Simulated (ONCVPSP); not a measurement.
# osmium (Os): variants of one ONCV potential

Base potential:

osmium (Os), optimised norm-conserving Vanderbilt (ONCV), made with ONCVPSP 4.0.1 (PBE, scalar-relativistic). Core [Kr] 4d10 4f14, reference 5s2 5p6 5d6 6s2. Waves: 5s+6s: rc 1.90 bohr, ncon 5, nbas 10, qcut 8.2 1/bohr, 2 projectors; 5p: rc 1.85 bohr, ncon 5, nbas 8, qcut 6.5 1/bohr, local; 5d: rc 2.30 bohr, ncon 4, nbas 8, qcut 5.7 1/bohr, 2 projectors, debl 2.8 Ha. Local part: the p channel. Core correction: none.

Cutoffs, loose and tight: the cutoffs (Ha) at which the residual kinetic energy of the hardest occupied pseudo-wave falls to 1 and 0.1 mHa per electron. They do not see the model core or the augmentation charge, which bear on the density cutoff. Test errors are all-electron minus pseudo excitation energies from the reference, over the configurations 5s2 5p6 5d6 6s1; 5s2 5p6 5d6 6s0; 5s2 5p6 5d5 6s0; 5s2 5p6 5d5 6s2 6p1. A dash means not determined; rows that change the core or the reference have their own tests.

A true bound ghost makes a file unfit for plane-wave use even where its test errors are small: the radial tests pick states by their node count and pass the ghost by.

```tsv
change	outcome	cutoff, loose	cutoff, tight	bound ghosts	GHOST(+) flags above zero	largest test error (meV)
base	generated	22 Ha	26 Ha	s	none	+272
d: ncon 3, nbas 7	generated	22 Ha	26 Ha	s	none	+275
s: qcut 5.5	generated	13 Ha	24 Ha	none	none	+272
s: rc 1.3	failed: test_data: rc < rc(lloc) for l = 0. Not allowed.	–	–	–	–	–
```

What comes out with this change to the base: p: nbas 9?

outcome: generated; cutoff, loose: 22 Ha; cutoff, tight: 26 Ha; bound ghosts: none; GHOST(+) flags above zero: s; largest test error (meV): +302.
